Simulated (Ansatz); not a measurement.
`OC[SiH2]O[SiH3]` + `C=CNC` → `C=CN(C)[SiH3]` + `OC[SiH2]O`  (ligand exchange at the Si–O bond)

Gas-phase electronic energies from Ansatz, PBE0-D4/def2-TZVP geometries. CCSD(T)/CBS is the MP2 limit (def2-TZVPP, def2-QZVPP) plus CCSD(T) − MP2 in def2-TZVPP, frozen cores. One conformer a species, not always the lowest.

```
          species  SCS-MP2/def2-TZVPP energy (Eh)
`OC[SiH2]O[SiH3]`                      -771.21265
          `C=CNC`                      -172.88058
  `C=CN(C)[SiH3]`                      -463.14158
      `OC[SiH2]O`                      -480.93016
```

**Question.** Work out ΔE.

**Answer.** ΔE = (-463.14158) + (-480.93016) − (-771.21265) − (-172.88058) = 0.02149 Eh = +56.4 kJ/mol. CCSD(T)/CBS gives +53.4 kJ/mol.

Largest T1 diagnostic among the species: 0.012.

The D4 term adds −3.1 kJ/mol with B3LYP and −1.4 kJ/mol with PBE0; it sums over pairs of atoms, weighted by their polarisabilities, and B3LYP, whose exchange is more repulsive, gets the larger term. From PBE to PBE0 (25 % exact exchange), in def2-TZVPP and without D4, ΔE moves by +4.6 kJ/mol.

B3LYP here is the variant with VWN-RPA as its local correlation; programs differ in this.
